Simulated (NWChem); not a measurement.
System: CH4Be; SMILES [BeH][CH3]

Program: NWChem. All runs use the structure optimised with PBE-D3(BJ)/def2-SVP.

Q: Predict the results for PBE0/aug-pcseg-1. Quantities: highest occupied level (eV); orbital gap (eV); dipole (D).

A: The highest occupied level (eV) is -8.42 and the orbital gap (eV) is 8.11. The dipole (D) comes out as 0.59.
